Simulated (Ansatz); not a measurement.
`FCBI`. The species carries charge 0 and has multiplicity 1. I: def2 effective core potential.

Cartesian coordinates in Å:
```
F -1.1865 0.7980 -0.9929
C 0.0241 0.6405 -0.3527
B 0.2094 -0.6623 0.4714
I -1.2913 -2.1229 0.6176
H 0.8272 0.6980 -1.1038
H 0.1825 1.5029 0.3134
H 1.2346 -0.8542 1.0469
```

(1) What are the harmonic wavenumbers in cm⁻¹ at PBE0-D4/def2-TZVP (Ansatz, finite differences of forces, unscaled)? (Best estimate.)

(2) Is this a minimum?

(3) Give the ideal-gas thermochemistry at 298.15 K and 1 bar (rigid rotor, harmonic oscillator; point group Cs, symmetry number 1).

## Answers

(1) The calculation gave: 125, 158, 456, 564, 635, 839, 858, 1086, 1155, 1248, 1344, 1422, 2668, 2999, 3032.

(2) Yes, all 15 modes are real.

(3) Zero-point energy 111.2 kJ/mol; H(298) − E = 126.6 kJ/mol; entropy 317.2 J/(mol·K), of which translation 173.0, rotation 111.5, vibration 32.7; G(298) − E = 32.1 kJ/mol.
